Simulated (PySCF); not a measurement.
**Ionisation energy of Cr¹⁰⁺ by level of theory**

Cr¹⁰⁺ [Ne] 3s2 3p2 (3P) → Cr¹¹⁺ [Ne] 3s2 3p1 (2P), as a difference of total energies. Calculation: PySCF 2.14, in an even-tempered Gaussian basis (19 s from 0.49 bohr⁻², ratio 2.5; 12 p from 0.64 bohr⁻², ratio 2.5; 5 d from 3.8 bohr⁻², ratio 2.7; 4 f from 5.7 bohr⁻², ratio 2.7); the spin-free X2C one-electron Hamiltonian (Gaussian nucleus). Correlated levels: outer shells: 1s2 frozen; virtual orbitals above 40 to 60 times the deepest correlated orbital energy dropped. The calculations carry no spin-orbit coupling.

```tsv
method	ionisation energy (eV)
UHF	268.73
MP2 (outer shells)	269.31
SCS-MP2 (outer shells)	269.17
CCSD (outer shells)	269.27
CCSD(T) (outer shells)	269.28
```

Task: How much does correlation contribute at CCSD(T) (outer shells)?

Result: 269.28 − (268.73) = 0.55 eV, measured against UHF.

A first-order spin-orbit estimate (lowest level to lowest level, LS coupling) adds -0.047 eV.

For comparison: 270.8 ± 0.5 eV (semi-empirical (NIST evaluation); NIST Atomic Spectra Database, ionization energies).
